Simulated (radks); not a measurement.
Valence configurations of the nickel ion Ni2+ (all share [Ar]). All-electron calculation, scalar-relativistic Kohn-Sham, LDA (Slater exchange, Perdew-Wang correlation), spin-polarised, spherical densities, point nucleus; open shells are filled with parallel spins first. Program: a radial shooting solver on a logarithmic mesh with Libxc functionals. Energies are relative to 3d8; eigenvalues in eV for spin up.

valence          E (eV)  moment (Bohr magnetons)    e(3d)    e(4p)    e(4s)
3d8               0.000                        2  -29.581        -        -
3d7.5 4s0.5       3.042                        3  -33.045        -  -23.654
3d7.5 4p0.5       6.579                        3  -33.729  -17.019        -
3d7 4s1           6.760                        4  -36.701        -  -25.038
3d6.5 4s1.5      12.317                        4  -40.578        -  -26.006
3d7 4p1          14.134                        4  -38.040  -18.437        -
3d6.5 4s0.5 4p1  18.964                        5  -41.880  -19.407  -27.113
3d6 4p2          32.750                        6  -47.177  -20.966        -
3d5.5 4s1.5 4p1  33.048                        6  -50.224  -21.046  -29.339
3d5 4s1 4p2      47.864                        8  -55.777  -22.754  -31.439

NIST lists [Ar] 3d8 as the ground configuration; this level of theory agrees among the configurations tried. The energies are those of spherical high-spin densities, not of single terms.
